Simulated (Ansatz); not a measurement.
Isolated molecules relaxed with PBE0-D4/def2-TZVP in Ansatz; ΔE leaves out vibrations. CBS: MP2 limit from def2 TZ/QZ plus the TZ coupled-cluster correction, frozen cores. This one scheme is used for every species. DFT in def2-TZVPP. For Ge outer-core shells are correlated without core-valence functions, which leaves a few kJ/mol of doubt a bond. Scalar relativity is left out up to krypton. Each species was taken in one conformer, which may not be the lowest.

`C[NH][GeH]([F])[Cl]` + H₂ → `C[NH][GeH2][F]` + HCl  (hydrogenolysis of a Ge–Cl bond)

`C[NH][GeH]([F])[Cl]`:

```xyz
10

C     0.522   -1.127    0.754
N    -0.604   -0.412    0.177
Ge   -0.312    0.980   -0.928
F    -1.880    1.564   -1.351
Cl    0.668    2.652    0.007
H     1.030   -0.584    1.560
H     1.263   -1.338   -0.022
H     0.188   -2.091    1.144
H    -1.348   -0.246    0.840
H     0.473    0.603   -2.181
```

H₂:

Cartesian coordinates in Å:
```
H -0.147 0.304 -0.159
H 0.147 -0.304 0.159
```

`C[NH][GeH2][F]`:

Cartesian coordinates in Å:
```
C 0.171 1.346 -0.436
N 0.542 -0.055 -0.474
Ge -0.410 -1.318 0.397
F -0.290 -1.131 2.137
H 0.506 1.869 0.467
H 0.575 1.871 -1.306
H -0.918 1.438 -0.484
H 1.540 -0.200 -0.490
H -1.898 -1.122 0.091
H 0.184 -2.697 0.097
```

HCl:

Z-matrix (Å, degrees):
```
Cl
H 1 1.279
```

| species | PBE-QIDH energy (Eh) |
| --- | --- |
| `C[NH][GeH]([F])[Cl]` | -2732.05317 |
| H₂ | -1.17036 |
| `C[NH][GeH2][F]` | -2272.61749 |
| HCl | -460.58322 |

Task: Work out ΔE.

Result: ΔE = (-2272.61749) + (-460.58322) − (-2732.05317) − (-1.17036) = 0.02282 Eh = +59.9 kJ/mol. CCSD(T)/CBS gives +58.1 kJ/mol.

Largest T1 diagnostic among the species: 0.011.

At CCSD(T), def2-SVP lies −9.5 kJ/mol from the extrapolated value and def2-TZVPP −0.7 kJ/mol. The D4 term adds +8.1 kJ/mol with B3LYP and +4.4 kJ/mol with PBE0; it sums over pairs of atoms, weighted by their polarisabilities, and B3LYP, whose exchange is more repulsive, gets the larger term.

B3LYP here is the variant with VWN-RPA as its local correlation; programs differ in this.
